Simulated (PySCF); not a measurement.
arsenic atom (As), quartet. Base run: M062X/STO-3G in PySCF.

Input for PySCF:
```python
from pyscf import gto, scf, dft

mol = gto.M(
    atom='''
As    0.00000000    0.00000000    0.00000000
''',
    basis='sto-3g',
    spin=3,
    verbose=4,
)

mf = dft.UKS(mol)
mf.xc = 'm062x'
mf.kernel()
```

Each row names what was changed in the base input (with any setting that the change needs).

```
change                                       ΔE vs base (mEh)  SCF cycles  <S^2>
-------------------------------------------  ----------------  ----------  -----
base                                                    0.000           4  3.750
conv_tol = 1e-11                                        0.000           4  3.750
diis_space = 20                                         0.000           4  3.750
init_guess = sap                                        0.000           4  3.750
level_shift = 0.5 (with mf.max_cycle = 100)             0.000           6  3.750
DIIS = ADIIS                                            0.000           5  3.750
conv_tol_grad = 1e-3                                    0.000           4  3.750
diis = off (with mf.max_cycle = 100)                    0.000           5  3.750
diis_space = 4                                          0.000           4  3.750
level_shift = 0.3 (with mf.max_cycle = 100)             0.000           5  3.750
conv_tol = 1e-4                                         0.000           3  3.750
init_guess = 1e                                         0.000           4  3.750
diis_space = 2                                          0.000           4  3.750
```

Open shells are given as the SCF converged; they aren't shown to be the lowest states, and a large step between rows can be another state.
